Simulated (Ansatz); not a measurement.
# Ligand exchange through a proton shuttle

Start structure (BNH₈O₂, singlet), relaxed at PBE0-D4/def2-TZVP:

```xyz
12
angstrom
B -1.0038 -0.5295 0.2575
O 0.0303 -1.3573 -0.3556
H -1.7619 -0.0618 -0.5691
H -1.5636 -1.0456 1.2061
H 0.4277 1.1273 0.1301
N -0.2251 0.7994 0.8565
H 1.1910 -0.2870 -1.0889
O 1.6432 0.5767 -1.2268
H 0.2541 -2.1140 0.1839
H -0.8860 1.5346 1.0820
H 0.3173 0.5904 1.6886
H 1.5767 0.7668 -2.1642
```

The step: BH₃O ([BH2][OH]) + H₂O + NH₃ → BNH₄ ([BH2][NH2]) + H₂O + H₂O (still joined by a long B–O bond); bonds formed: O2–H7, H5–O8; dative contacts that become bonds: B1–N6; bonds broken: H5–N6, H7–O8; bonds weakened to dative contacts: B1–O2. Ansatz 0.2.0; basis: def2-TZVPP and def2-QZVPP; cores frozen in the correlated methods. Extrapolation: Hartree–Fock as exp(−7.88 √X), correlation as X^−2.97. Energies below are by CCSD(T) at an estimated basis limit (MP2 extrapolated from triple and quadruple zeta, plus CCSD(T) − MP2 in triple zeta).

(1) What are the electronic barrier and the energy of the step, from the start structure to the end structure? (Judge from chemistry; the value comes from the calculation.)

T1 diagnostic: at most 0.011.

Results:

(1) By the calculation: Barrier 0.898 eV; step energy 0.734 eV (uphill); reverse barrier, their difference, 0.163 eV. Barrier and step energy count from the start structure, the reverse barrier from the end structure.

The saddle point: One imaginary mode of 859i cm⁻¹.
```csv
pair,start (Å),saddle (Å),end (Å)
B1–N6,1.65,1.56,1.52
O2–H7,1.74,1.11,1.02
H5–O8,1.90,1.14,1.02
B1–O2,1.46,1.58,1.66
H5–N6,1.03,1.38,1.68
H7–O8,0.98,1.32,1.55
```

Zero-point energy (harmonic, PBE0-D4): ZPE is 2.781 eV at the start and 2.635 eV at the saddle, so the barrier goes from 0.898 to 0.752 eV.

First-order rate constant out of the start structure at 898 K by transition-state theory, with harmonic vibrational free energies alone and no tunnelling: ΔA‡ = 0.974 eV, so k = (kB T/h) exp(−ΔA‡/kB T) ≈ 10^8 s⁻¹ (an order of magnitude at best: rotation, the number of equivalent paths and anharmonicity are left out).

Labels in which every atom is bracketed show which atoms are joined, not bond orders.

For scale, one of the runs: CCSD(T)/def2-TZVPP, 236 basis functions (an equivalent command: `ansatz run in.yaml --threads 4`). Hardware: 4 CPU threads, shared host. Wall time 93 s; peak host memory 4.7 GiB.
